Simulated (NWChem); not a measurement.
System meant: CH₃BrMg; SMILES [CH3][Mg][Br]

Here is an NWChem input.

```
start job
memory heap 200 mb stack 900 mb global 1100 mb
geometry units angstroms noautoz
  Mg    -0.006984    -1.122545    -0.000290
  Br     0.036313     1.242373     0.000437
  C     -0.045477    -3.202567    -0.000338
  H     -0.305786    -3.602555    -0.994528
  H     -0.787288    -3.593438     0.715971
  H      0.934514    -3.625026     0.277774
end
basis spherical
  * library def2-svp
end
dft
  xc xpbe96 cpbe96
  iterations 4
  mulliken
end
task dft energy
```

End of the output:

```
    Atom       Charge   Shell Charges
 -----------   ------   -------------------------------------------------------
    1 Mg  12    11.99   2.00  1.95  0.53  0.17  5.83  0.58  0.39  0.55
    2 Br  35    34.90   2.00  2.00  1.96  1.09  0.65  5.99  5.81  2.44  2.94  7.83  2.04  0.14
    3 C    6     6.31   1.96  0.58  0.34  1.87  1.52  0.04
    4 H    1     0.94   0.61  0.25  0.07
    5 H    1     0.94   0.61  0.25  0.07
    6 H    1     0.94   0.61  0.25  0.07

 center of mass
 --------------
 x =  -0.00000000 y =  -0.00000000 z =   0.36674238

 moments of inertia (a.u.)
 ------------------
        1118.552461748441           0.000000000000          -0.000000000000
           0.000000000000        1118.552461748441          -0.000000000000
          -0.000000000000          -0.000000000000          11.364408898734

     Multipole analysis of the density
     ---------------------------------

     L   x y z        total         alpha         beta         nuclear
     -   - - -        -----         -----         ----         -------
     0   0 0 0     -0.000000    -28.000000    -28.000000     56.000000

     1   1 0 0     -0.000000     -0.000000     -0.000000     -0.000000
     1   0 1 0      0.000000      0.000000      0.000000      0.000000
     1   0 0 1     -0.776364     -0.388182     -0.388182     -0.000000

     2   2 0 0    -25.805420    -15.721753    -15.721753      5.638086
     2   1 1 0      0.000000      0.000000      0.000000     -0.000000
     2   1 0 1     -0.000000     -0.000000     -0.000000      0.000000
     2   0 2 0    -25.805420    -15.721753    -15.721753      5.638086
     2   0 1 1     -0.000000     -0.000000     -0.000000     -0.000000
     2   0 0 2    -30.847476   -318.555105   -318.555105    606.262734

 ------------------------------------------------------------------------
 dft energy failed                                                                                  0
 ------------------------------------------------------------------------
 ------------------------------------------------------------------------
  current input line :
    19: task dft energy
 ------------------------------------------------------------------------
 ------------------------------------------------------------------------
 This type of error is most commonly associated with calculations not reaching convergence criteria
 ------------------------------------------------------------------------
 For more information see the NWChem manual at https://nwchemgit.github.io

0:dft energy failed:Received an Error in Communication
```

Question: Find the fault in this run and fix the input.

Answer: The run did not converge; its last values are not results. Cause: the SCF was allowed too few iterations. This input runs:
```
start job
memory heap 200 mb stack 900 mb global 1100 mb
geometry units angstroms noautoz
  Mg    -0.006984    -1.122545    -0.000290
  Br     0.036313     1.242373     0.000437
  C     -0.045477    -3.202567    -0.000338
  H     -0.305786    -3.602555    -0.994528
  H     -0.787288    -3.593438     0.715971
  H      0.934514    -3.625026     0.277774
end
basis spherical
  * library def2-svp
end
dft
  xc xpbe96 cpbe96
  iterations 150
  mulliken
end
task dft energy
```
It converges to -2813.22966 Ha (PBE/def2-SVP).
